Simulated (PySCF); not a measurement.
Isomers of C2H8OSi3, one GFN2-xTB conformer each. Single-point energies are computed at CAM-B3LYP/def2-SVPD (PySCF, gas phase, no added dispersion term), electronic only.

Question: Rank them by CAM-B3LYP/def2-SVPD energy, lowest first (kcal/mol).
A. `[SiH3:1][C:2]#[C:3][SiH2:4][O:5][SiH3:6]` with C3–Si4–O5–Si6 -25°
B. `[O:1]=[C:2]1[CH2:3][SiH2:4][SiH2:5][SiH2:6]1` with O1–C2–C3–Si4 111°, C2–C3–Si4–Si5 41°, C3–Si4–Si5–Si6 -11°, Si4–Si5–Si6–C2 -12°
C. `[CH:1]#[C:2][Si@H:3]([SiH3:4])[O:5][SiH3:6]` with C2–Si3–O5–Si6 60°

Answer: A (0.0), C (11.2), B (20.6).

As drawn, the lowest has a C≡C bond and an Si–O bond, which the highest lacks; the highest has a C=O bond and an Si–Si bond, which the lowest lacks. GFN2-xTB itself gives, in the same order: 0.0, 14.1, 63.2. Both levels put the same isomer lowest; measured from each level's own lowest isomer, the values differ by up to 42.6 kcal/mol (O=C1C[SiH2][SiH2][SiH2]1: 63.2 against 20.6).

Q: Which frontier levels, dipoles and rotational constants go with these structures?

A: 
```csv
SMILES,"HOMO (eV, CAM-B3LYP/def2-SVPD)",LUMO (eV),dipole (D),"A, B, C (MHz)"
[SiH3]C#C[SiH2]O[SiH3],-9.48,0.18,0.57,"3433, 644.2, 553.2"
C#C[Si@H]([SiH3])O[SiH3],-9.23,0.19,0.60,"1820, 1311, 860.7"
O=C1C[SiH2][SiH2][SiH2]1,-8.07,-0.36,3.06,"2228, 1810, 1128"
```
